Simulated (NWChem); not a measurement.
System: GeHOCl, singlet; SMILES [OH][Ge][Cl]

Here is an NWChem input.

```
start job
memory heap 200 mb stack 900 mb global 1100 mb
geometry units angstroms noautoz
  Ge     0.375283     0.522250     0.000000
  Cl    -0.123630    -1.612776     0.000000
  O     -1.304197     1.121611     0.000000
  H     -1.350247     2.086615     0.000000
end
basis spherical
  * library def2-svp
end
dft
  xc revpbe cpbe96
  iterations 150
  mulliken
end
task dft energy
```

Output (shortened):

```
             Northwest Computational Chemistry Package (NWChem) 7.3.0
             --------------------------------------------------------

 CS  symmetry detected

                             Geometry "geometry" -> ""
                             -------------------------

 Output coordinates in angstroms (scale by  1.889725989 to convert to a.u.)

  No.       Tag          Charge          X              Y              Z
 ---- ---------------- ---------- -------------- -------------- --------------
    1 Ge                  32.0000     0.43293012     0.49511654     0.00000000
    2 Cl                  17.0000    -0.17209685    -1.61229718     0.00000000
    3 O                    8.0000    -1.21448547     1.17769148     0.00000000
    4 H                    1.0000    -1.21223376     2.14379098     0.00000000

 Effective nuclear repulsion energy (a.u.)     245.3891902261

      Symmetry information
      --------------------

 Group name             Cs
 Group number              2
 Group order               2
 No. of unique centers     4

  pbe96 is a nonlocal functional; adding pw91lda local functional.

                                 NWChem DFT Module
                                 -----------------

 Summary of "ao basis" -> "ao basis" (spherical)
 ------------------------------------------------------------------------------
       Tag                 Description            Shells   Functions and Types
 ---------------- ------------------------------  ------  ---------------------
 Ge                         def2-svp                12       32   5s4p3d
 Cl                         def2-svp                 8       18   4s3p1d
 O                          def2-svp                 6       14   3s2p1d
 H                          def2-svp                 3        5   2s1p

      Symmetry analysis of basis
      --------------------------

        a'         49
        a"         20

            General Information
            -------------------
          SCF calculation type: DFT
          Wavefunction type:  closed shell.
          No. of atoms     :     4
          No. of electrons :    58
           Alpha electrons :    29
            Beta electrons :    29
          Charge           :     0
          Spin multiplicity:     1
          Use of symmetry is: on ; symmetry adaption is: on
          Maximum number of iterations: 150
          AO basis - number of functions:    69
                     number of shells:    29
          Convergence on energy requested:  1.00D-06
          Convergence on density requested:  1.00D-05
          Convergence on gradient requested:  5.00D-04

              XC Information
              --------------
                        RevPBE Exchange Functional  1.000
            Perdew 1991 LDA Correlation Functional  1.000 local
           PerdewBurkeErnz. Correlation Functional  1.000 non-local

             Grid Information
             ----------------
          Grid used for XC integration:  medium
          Radial quadrature: Mura-Knowles
          Angular quadrature: Lebedev.
          Tag              B.-S. Rad. Rad. Pts. Rad. Cut. Ang. Pts.
          ---              ---------- --------- --------- ---------
          Ge                  1.25      112           8.0       590
          Cl                  1.00       88          10.0       590
          O                   0.60       49           8.0       434
          H                   0.35       45          10.0       434
          Grid pruning is: on
          Number of quadrature shells:   294
          Spatial weights used:  Erf1

      Superposition of Atomic Density Guess
      -------------------------------------

 Sum of atomic energies:       -2609.55744244

      Non-variational initial energy
      ------------------------------

 Total energy =   -2609.898317
 1-e energy   =   -4122.898513
 2-e energy   =    1267.611005
 HOMO         =      -0.290355
 LUMO         =      -0.030836

      Symmetry analysis of molecular orbitals - initial
      -------------------------------------------------

  Numbering of irreducible representations:

     1 a'          2 a"

  Orbital symmetries:

     1 a'          2 a'          3 a'          4 a'          5 a'
     6 a"          7 a'          8 a'          9 a'         10 a'
    11 a"         12 a'         13 a'         14 a'         15 a"
    16 a'         17 a'         18 a'         19 a"         20 a"
    21 a'         22 a'         23 a'         24 a'         25 a'
    26 a"         27 a"         28 a'         29 a'         30 a"
    31 a'         32 a'         33 a'         34 a'         35 a'
    36 a"         37 a'         38 a"         39 a'

     ---------------------------------------------
      Total Density - Mulliken Population Analysis
     ---------------------------------------------

    Atom       Charge   Shell Charges
 -----------   ------   -------------------------------------------------------
    1 Ge  32    30.92   2.00  2.00  2.00  1.32  0.57  6.00  5.98  0.54  0.41  8.15  1.80  0.16
    2 Cl  17    17.54   2.00  1.99  1.23  0.72  5.94  2.19  3.45  0.01
    3 O    8     8.88   1.99  1.12  0.66  3.09  2.01  0.00
    4 H    1     0.66   0.53  0.08  0.06

   convergence    iter        energy       DeltaE   RMS-Dens  Diis-err
 ---------------- ----- ----------------- --------- --------- ---------
 d= 0,ls=0.0,diis     1  -2612.2580813755 -2.86D+03  3.18D-02  8.05D-01
 d= 0,ls=0.0,diis     2  -2611.3077288593  9.50D-01  2.42D-02  8.39D+00
 d= 0,ls=0.0,diis     3  -2612.3275811352 -1.02D+00  9.65D-03  2.35D-01
 d= 0,ls=0.0,diis     4  -2612.3495120046 -2.19D-02  4.42D-03  8.11D-02
 d= 0,ls=0.0,diis     5  -2612.3625402932 -1.30D-02  6.59D-04  6.16D-03
  Resetting Diis
 d= 0,ls=0.0,diis     6  -2612.3629361419 -3.96D-04  1.80D-04  2.60D-04
 d= 0,ls=0.0,diis     7  -2612.3629621012 -2.60D-05  5.31D-05  4.59D-06
 d= 0,ls=0.0,diis     8  -2612.3629612054  8.96D-07  3.80D-05  1.35D-05
 d= 0,ls=0.0,diis     9  -2612.3629624336 -1.23D-06  1.28D-05  1.93D-06
 d= 0,ls=0.0,diis    10  -2612.3629626408 -2.07D-07  1.64D-06  5.01D-08

         Total DFT energy =    -2612.362962640840
      One electron energy =    -4123.172889916652
           Coulomb energy =     1381.412735590239
    Exchange-Corr. energy =     -115.991998540536
 Nuclear repulsion energy =      245.389190226109

 Numeric. integr. density =       57.999998198302

                  Occupations of the irreducible representations
                  ----------------------------------------------

                     irrep           alpha         beta
                     --------     --------     --------
                     a'               22.0         22.0
                     a"                7.0          7.0

                       DFT Final Molecular Orbital Analysis
                       ------------------------------------

 Vector   27  Occ=2.000000D+00  E=-2.687803D-01  Symmetry=a"
              MO Center= -4.3D-01, -8.2D-01,  3.2D-15, r^2= 2.7D+00
   Bfn.  Coefficient  Atom+Function         Bfn.  Coefficient  Atom+Function
  ----- ------------  ---------------      ----- ------------  ---------------
    45      0.553029  2 Cl pz                42      0.404528  2 Cl pz
    56     -0.336630  3 O  pz                59     -0.254584  3 O  pz
    39      0.237047  2 Cl pz                29     -0.054377  1 Ge d -1
    19      0.040406  1 Ge d -1              17      0.026985  1 Ge pz

 Vector   28  Occ=2.000000D+00  E=-2.685072D-01  Symmetry=a'
              MO Center= -1.2D-01, -1.3D+00, -1.2D-14, r^2= 1.9D+00
   Bfn.  Coefficient  Atom+Function         Bfn.  Coefficient  Atom+Function
  ----- ------------  ---------------      ----- ------------  ---------------
    43      0.514350  2 Cl px                40      0.385478  2 Cl px
    44     -0.310685  2 Cl py                41     -0.227600  2 Cl py
    37      0.225305  2 Cl px                38     -0.132823  2 Cl py
    15      0.115969  1 Ge px                12      0.113888  1 Ge px
    53      0.113306  3 O  s                 55     -0.096853  3 O  py

 Vector   29  Occ=2.000000D+00  E=-2.325625D-01  Symmetry=a'
              MO Center=  1.1D-01,  1.7D-01, -9.3D-16, r^2= 3.5D+00
   Bfn.  Coefficient  Atom+Function         Bfn.  Coefficient  Atom+Function
  ----- ------------  ---------------      ----- ------------  ---------------
     4      0.419786  1 Ge s                 54     -0.342965  3 O  px
     5      0.339705  1 Ge s                 43     -0.326308  2 Cl px
    57     -0.268933  3 O  px                 3     -0.253605  1 Ge s
    12      0.239517  1 Ge px                44     -0.230491  2 Cl py
    40     -0.229049  2 Cl px                41     -0.159370  2 Cl py

 Vector   30  Occ=0.000000D+00  E=-1.031936D-01  Symmetry=a"
              MO Center=  3.2D-01,  4.2D-01, -1.9D-14, r^2= 2.9D+00
   Bfn.  Coefficient  Atom+Function         Bfn.  Coefficient  Atom+Function
  ----- ------------  ---------------      ----- ------------  ---------------
    17      0.616150  1 Ge pz                14      0.495868  1 Ge pz
    45     -0.262327  2 Cl pz                11     -0.258542  1 Ge pz
    56     -0.252265  3 O  pz                59     -0.231042  3 O  pz
    42     -0.156296  2 Cl pz                39     -0.089745  2 Cl pz
     8      0.083417  1 Ge pz                31     -0.035041  1 Ge d  1

[...]
```

Level: revPBE/def2-SVP. Low-valent species are run as closed-shell singlets; no triplet was tried in these runs. All runs use the structure optimised with PBE0/def2-SVP.
